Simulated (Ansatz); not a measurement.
Relaxation of FGaH4O (7 atoms, charge 0, multiplicity 1), to a largest force component of 0.03 eV/Å in at most 50 steps.

Level of theory: Ansatz 0.2.0, RKS PBE-D4/def2-SVP.

```xyz
7
Properties=species:S:1:pos:R:3
Ga -0.707 -0.105 -0.807
F 0.426 -0.969 1.926
H -0.544 -1.517 -1.454
H -1.955 0.776 -0.450
H 1.042 -0.503 1.425
O 0.937 0.703 -0.484
H 0.801 1.614 -0.158
```

Q: Where does it end, and by what steps?

A: The run converged. After 15 steps the energy has fallen by 0.977 eV; H5 moved furthest, 0.97 Å. Parted: F2–H5 (0.92 → 1.81 Å). Joined: Ga1–F2 (3.08 → 1.84 Å), H5–O6 (2.26 → 1.00 Å).

```json
{"step": "0", "energy less start (eV)": "0.0000", "largest force component (eV/Å)": "0.924", "accepted": "yes"}
{"step": "1", "energy less start (eV)": "-0.1969", "largest force component (eV/Å)": "0.687", "accepted": "yes"}
{"step": "2", "energy less start (eV)": "-0.3268", "largest force component (eV/Å)": "1.285", "accepted": "yes"}
{"step": "3", "energy less start (eV)": "-0.4439", "largest force component (eV/Å)": "1.480", "accepted": "yes"}
{"step": "4", "energy less start (eV)": "-0.5103", "largest force component (eV/Å)": "0.783", "accepted": "yes"}
{"step": "5", "energy less start (eV)": "-0.5592", "largest force component (eV/Å)": "0.322", "accepted": "yes"}
{"step": "6", "energy less start (eV)": "-0.6311", "largest force component (eV/Å)": "0.629", "accepted": "yes"}
{"step": "7", "energy less start (eV)": "-0.7291", "largest force component (eV/Å)": "2.122", "accepted": "yes"}
{"step": "8", "energy less start (eV)": "-0.8898", "largest force component (eV/Å)": "0.527", "accepted": "yes"}
{"step": "9", "energy less start (eV)": "-0.9096", "largest force component (eV/Å)": "0.775", "accepted": "yes"}
{"step": "10", "energy less start (eV)": "-0.8981", "largest force component (eV/Å)": "0.374", "accepted": "no"}
{"step": "11", "energy less start (eV)": "-0.9532", "largest force component (eV/Å)": "0.382", "accepted": "yes"}
{"step": "12", "energy less start (eV)": "-0.9720", "largest force component (eV/Å)": "0.537", "accepted": "yes"}
{"step": "13", "energy less start (eV)": "-0.9763", "largest force component (eV/Å)": "0.059", "accepted": "yes"}
{"step": "14", "energy less start (eV)": "-0.9761", "largest force component (eV/Å)": "0.063", "accepted": "no"}
{"step": "15", "energy less start (eV)": "-0.9768", "largest force component (eV/Å)": "0.006", "accepted": "yes"}
```

```xyz
7
Properties=species:S:1:pos:R:3
Ga -0.752 -0.476 -0.321
F -0.148 -0.949 1.351
H -0.481 -1.589 -1.393
H -1.823 0.679 -0.244
H 1.132 0.170 0.739
O 1.112 0.609 -0.160
H 0.959 1.556 0.028
```

Whether the end is a true minimum wasn't checked by a vibrational analysis.

The run took 12 s on 2 threads of AMD EPYC 9R14 (Zen 4), with other jobs on the host, peak memory 0.16 GiB.
